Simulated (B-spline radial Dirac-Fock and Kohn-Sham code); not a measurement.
**Ionisation energies of strontium ions, computed and tabulated**

The computed values come from a B-spline atomic structure program: ΔSCF Dirac-Fock with Breit, self-energy and vacuum polarisation, finite nucleus, configuration average. Each value is the difference of the configuration-average energies of two neighbouring ions in their tabulated ground configurations. No correlation. NIST's values refer to the lowest levels; many for high charge states are themselves semi-empirical or theoretical. Where a p, d or f shell is open in either ion the computed value averages over both j values and all terms, while the table refers to the lowest levels; that difference holds spin-orbit splitting (largest in heavy or highly charged ions), term energies where several electrons share open shells, and correlation, and it can reach 10 % or more.

| ion | configuration | computed (eV) | NIST (eV) | kind | NIST − computed (eV) |
| --- | --- | --- | --- | --- | --- |
| Sr | [Kr] 5s2 | 4.75 | 5.694867 | measured | +0.95 |
| Sr⁺ | [Kr] 5s1 | 10.44 | 11.03028 | measured | +0.59 |
| Sr²⁺ | [Ar] 3d10 4s2 4p6 | 42.22 | 42.88353 | measured | +0.67 |
| Sr³⁺ | [Ar] 3d10 4s2 4p5 | 56.22 | 56.28 | semi-empirical | +0.06 |
| Sr⁴⁺ | [Ar] 3d10 4s2 4p4 | 71.01 | 70.7 ± 0.6 | semi-empirical | -0.31 |
| Sr⁵⁺ | [Ar] 3d10 4s2 4p3 | 86.53 | 88 ± 2 | theoretical | +1.47 |
| Sr⁶⁺ | [Ar] 3d10 4s2 4p2 | 102.7 | 104 ± 2 | theoretical | +1.26 |
| Sr⁷⁺ | [Ar] 3d10 4s2 4p1 | 119.6 | 121.21 ± 0.06 | semi-empirical | +1.62 |
| Sr⁸⁺ | [Ar] 3d10 4s2 | 156.0 | 158.33 ± 0.25 | semi-empirical | +2.32 |
| Sr⁹⁺ | [Ar] 3d10 4s1 | 176.1 | 177.3 ± 0.06 | measured | +1.21 |
| Sr¹⁰⁺ | [Ar] 3d10 | 323.0 | 324.07 ± 0.15 | measured | +1.06 |
| Sr¹¹⁺ | [Ar] 3d9 | 366.3 | 362 ± 2.5 | theoretical | -4.26 |
| Sr¹²⁺ | [Ar] 3d8 | 411.3 | 408 ± 3 | theoretical | -3.27 |
| Sr¹³⁺ | [Ar] 3d7 | 458.0 | 454 ± 3 | theoretical | -3.98 |
| Sr¹⁴⁺ | [Ar] 3d6 | 506.4 | 499 ± 3 | theoretical | -7.39 |
| Sr¹⁵⁺ | [Ar] 3d5 | 556.5 | 562 ± 3 | theoretical | +5.54 |
| Sr¹⁶⁺ | [Ar] 3d4 | 608.2 | 612 ± 3 | theoretical | +3.82 |
| Sr¹⁷⁺ | [Ar] 3d3 | 661.5 | 665 ± 3 | theoretical | +3.47 |

Question: Where in this range is the largest relative jump, and why?

Answer: From Sr⁺ (10.44 eV) to Sr²⁺ (42.22 eV), a factor of 4.04. The configuration goes from [Kr] 5s1 to [Ar] 3d10 4s2 4p6, so the next electron comes out of a deeper subshell.
